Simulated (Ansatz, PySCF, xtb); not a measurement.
Dissociation curve of HBr, singlet.

Computed with: RMP2/3-21G = restricted MP2 (frozen core)/3-21G (PySCF); UMP2/3-21G = unrestricted MP2 (frozen core)/3-21G in PySCF; GFN1-xTB (xtb); FCI = full CI/def2-SVP, cores with 3d frozen (Ansatz, a program for electronic structure).

Energies relative to the lowest point of each curve near equilibrium, in kcal/mol; the last columns give the difference from FCI:

```json
[
 {"R / Å": "1.15", "RMP2/3-21G": "37.8", "UMP2/3-21G": "37.8", "GFN1-xTB": "45.0", "FCI": "36.7", "RMP2/3-21G − FCI": "1.1", "UMP2/3-21G − FCI": "1.1", "GFN1-xTB − FCI": "8.2"},
 {"R / Å": "1.23", "RMP2/3-21G": "17.1", "UMP2/3-21G": "17.1", "GFN1-xTB": "17.4", "FCI": "15.5", "RMP2/3-21G − FCI": "1.6", "UMP2/3-21G − FCI": "1.6", "GFN1-xTB − FCI": "1.8"},
 {"R / Å": "1.28", "RMP2/3-21G": "9.2", "UMP2/3-21G": "9.2", "GFN1-xTB": "8.1", "FCI": "7.7", "RMP2/3-21G − FCI": "1.6", "UMP2/3-21G − FCI": "1.6", "GFN1-xTB − FCI": "0.4"},
 {"R / Å": "1.35", "RMP2/3-21G": "2.8", "UMP2/3-21G": "2.8", "GFN1-xTB": "1.6", "FCI": "1.7", "RMP2/3-21G − FCI": "1.1", "UMP2/3-21G − FCI": "1.1", "GFN1-xTB − FCI": "-0.1"},
 {"R / Å": "1.40", "RMP2/3-21G": "0.6", "UMP2/3-21G": "0.6", "GFN1-xTB": "0.1", "FCI": "0.1", "RMP2/3-21G − FCI": "0.5", "UMP2/3-21G − FCI": "0.5", "GFN1-xTB − FCI": "-0.1"},
 {"R / Å": "1.42", "RMP2/3-21G": "0.2", "UMP2/3-21G": "0.2", "GFN1-xTB": "0.0", "FCI": "0.0", "RMP2/3-21G − FCI": "0.2", "UMP2/3-21G − FCI": "0.2", "GFN1-xTB − FCI": "0.0"},
 {"R / Å": "1.44", "RMP2/3-21G": "0.0", "UMP2/3-21G": "0.0", "GFN1-xTB": "0.2", "FCI": "0.1", "RMP2/3-21G − FCI": "-0.1", "UMP2/3-21G − FCI": "-0.1", "GFN1-xTB − FCI": "0.1"},
 {"R / Å": "1.48", "RMP2/3-21G": "0.2", "UMP2/3-21G": "0.2", "GFN1-xTB": "1.2", "FCI": "1.0", "RMP2/3-21G − FCI": "-0.9", "UMP2/3-21G − FCI": "-0.9", "GFN1-xTB − FCI": "0.2"},
 {"R / Å": "1.57", "RMP2/3-21G": "2.7", "UMP2/3-21G": "2.7", "GFN1-xTB": "5.7", "FCI": "5.4", "RMP2/3-21G − FCI": "-2.7", "UMP2/3-21G − FCI": "-2.7", "GFN1-xTB − FCI": "0.2"},
 {"R / Å": "1.67", "RMP2/3-21G": "7.9", "UMP2/3-21G": "7.9", "GFN1-xTB": "12.9", "FCI": "12.8", "RMP2/3-21G − FCI": "-4.9", "UMP2/3-21G − FCI": "-4.9", "GFN1-xTB − FCI": "0.2"},
 {"R / Å": "1.75", "RMP2/3-21G": "13.2", "UMP2/3-21G": "13.2", "GFN1-xTB": "19.7", "FCI": "19.5", "RMP2/3-21G − FCI": "-6.3", "UMP2/3-21G − FCI": "-6.3", "GFN1-xTB − FCI": "0.1"},
 {"R / Å": "1.90", "RMP2/3-21G": "24.8", "UMP2/3-21G": "29.7", "GFN1-xTB": "33.5", "FCI": "32.8", "RMP2/3-21G − FCI": "-8.1", "UMP2/3-21G − FCI": "-3.1", "GFN1-xTB − FCI": "0.7"},
 {"R / Å": "2.12", "RMP2/3-21G": "42.9", "UMP2/3-21G": "48.1", "GFN1-xTB": "53.6", "FCI": "50.6", "RMP2/3-21G − FCI": "-7.7", "UMP2/3-21G − FCI": "-2.5", "GFN1-xTB − FCI": "3.0"},
 {"R / Å": "2.37", "RMP2/3-21G": "62.0", "UMP2/3-21G": "57.5", "GFN1-xTB": "73.4", "FCI": "65.9", "RMP2/3-21G − FCI": "-3.9", "UMP2/3-21G − FCI": "-8.5", "GFN1-xTB − FCI": "7.5"},
 {"R / Å": "2.56", "RMP2/3-21G": "74.3", "UMP2/3-21G": "61.0", "GFN1-xTB": "85.8", "FCI": "73.9", "RMP2/3-21G − FCI": "0.4", "UMP2/3-21G − FCI": "-13.0", "GFN1-xTB − FCI": "11.9"},
 {"R / Å": "2.84", "RMP2/3-21G": "88.0", "UMP2/3-21G": "63.5", "GFN1-xTB": "99.7", "FCI": "81.0", "RMP2/3-21G − FCI": "7.0", "UMP2/3-21G − FCI": "-17.5", "GFN1-xTB − FCI": "18.7"},
 {"R / Å": "3.16", "RMP2/3-21G": "97.3", "UMP2/3-21G": "64.7", "GFN1-xTB": "—", "FCI": "84.8", "RMP2/3-21G − FCI": "12.5", "UMP2/3-21G − FCI": "-20.1", "GFN1-xTB − FCI": "—"},
 {"R / Å": "3.48", "RMP2/3-21G": "100.2", "UMP2/3-21G": "65.2", "GFN1-xTB": "—", "FCI": "86.3", "RMP2/3-21G − FCI": "13.9", "UMP2/3-21G − FCI": "-21.2", "GFN1-xTB − FCI": "—"},
 {"R / Å": "3.84", "RMP2/3-21G": "97.6", "UMP2/3-21G": "65.4", "GFN1-xTB": "—", "FCI": "87.0", "RMP2/3-21G − FCI": "10.6", "UMP2/3-21G − FCI": "-21.6", "GFN1-xTB − FCI": "—"},
 {"R / Å": "4.30", "RMP2/3-21G": "87.9", "UMP2/3-21G": "65.5", "GFN1-xTB": "—", "FCI": "87.2", "RMP2/3-21G − FCI": "0.7", "UMP2/3-21G − FCI": "-21.7", "GFN1-xTB − FCI": "—"},
 {"R / Å": "4.98", "RMP2/3-21G": "67.7", "UMP2/3-21G": "65.5", "GFN1-xTB": "—", "FCI": "87.3", "RMP2/3-21G − FCI": "-19.6", "UMP2/3-21G − FCI": "-21.8", "GFN1-xTB − FCI": "—"},
 {"R / Å": "5.68", "RMP2/3-21G": "44.5", "UMP2/3-21G": "65.5", "GFN1-xTB": "—", "FCI": "87.3", "RMP2/3-21G − FCI": "-42.8", "UMP2/3-21G − FCI": "-21.8", "GFN1-xTB − FCI": "—"}
]
```

RMP2/3-21G is furthest from FCI at 5.68 (-42.8 kcal/mol, below); its mean absolute difference over the points is 6.7 kcal/mol.

UMP2/3-21G is furthest from FCI at 5.68 (-21.8 kcal/mol, below); its mean absolute difference over the points is 8.8 kcal/mol.

GFN1-xTB is furthest from FCI at 2.84 (18.7 kcal/mol, above); its mean absolute difference over the points is 3.3 kcal/mol.

Dashes: no converged value, or the column stops at the first point that the program doubted or that broke a chosen test of continuity, which isn't proof of a fault.

The restricted form behind RMP2/3-21G keeps the bonding electrons paired and can't separate into open-shell fragments. The unrestricted determinant behind UMP2/3-21G is spin-contaminated at 1.90 to 5.68 Å (<S²> up to 1.0, against 0.00 for a pure singlet).
